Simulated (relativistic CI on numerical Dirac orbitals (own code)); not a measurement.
Ligand-field terms of d3

Computed with a parametric ligand-field model of a d^n configuration (Racah B and C, spin-orbit zeta, crystal field), exact diagonalisation.

Field parameters in Wybourne normalisation: Oh B⁴₀ = 21Dq, B⁴₄ = √(5/14) B⁴₀. The field is a parameter set, without covalency.

B = 440 cm⁻¹, C = 2120 cm⁻¹ (C/B = 4.82), Oh, no spin-orbit coupling. Tanabe-Sugano data, E/B above the lowest term (Δ = |10Dq|; b, c mark the second and third term of a kind):

```csv
Δ/B,4A2,4T2,4T1,4T1(b),2E,2T1,2T2
1.0,0.00,1.00,1.79,16.21,19.36,19.42,19.80
5.0,0.00,5.00,8.68,21.32,20.64,21.31,24.51
9.0,0.00,9.00,15.00,27.00,21.09,21.95,27.81
13.0,0.00,13.00,20.68,33.32,21.36,22.27,29.68
17.0,0.00,17.00,25.79,40.21,21.56,22.47,30.97
21.0,0.00,21.00,30.51,47.49,21.72,22.62,31.97
25.0,0.00,25.00,35.00,55.00,21.85,22.72,32.77
29.0,0.00,29.00,39.34,62.66,21.96,22.80,33.42
33.0,0.00,33.00,43.58,70.42,22.06,22.87,33.96
37.0,0.00,37.00,47.77,78.23,22.14,22.92,34.41
41.0,0.00,41.00,51.91,86.09,22.22,22.96,34.79
45.0,0.00,45.00,56.03,93.97,22.28,23.00,35.12
```

The ground term stays 4A2.
